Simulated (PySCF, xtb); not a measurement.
Si(H)(Me)(OMe)(NH2) (C₂H₉NOSi), SMILES CO[SiH](C)N. One conformer was computed; it need not be the lowest.

Harmonic wavenumbers (cm⁻¹) from GFN2-xTB in xtb at its own minimum, in rising order: 85, 92, 102, 147, 189, 194, 272, 316, 553, 652, 682, 718, 769, 799, 815, 869, 905, 1134, 1137, 1155, 1380, 1415, 1481, 1491, 1492, 1498, 1526, 2212, 2947, 2965, 2981, 3037, 3049, 3059, 3463, 3512.

Q: What does PySCF with B3LYP-D3(BJ)/def2-SVP give at its own minimum? (Estimate from the structure and the level; the computed values follow.)

A: 83, 106, 133, 157, 188, 272, 300, 316, 375, 635, 670, 749, 783, 830, 875, 896, 940, 1148, 1179, 1211, 1276, 1431, 1435, 1472, 1476, 1478, 1541, 2207, 2972, 3032, 3034, 3089, 3121, 3134, 3575, 3669. Paired by order, the mean absolute difference is 43 cm⁻¹ and the zero-point energies are 70.2 and 71.2 kcal/mol.
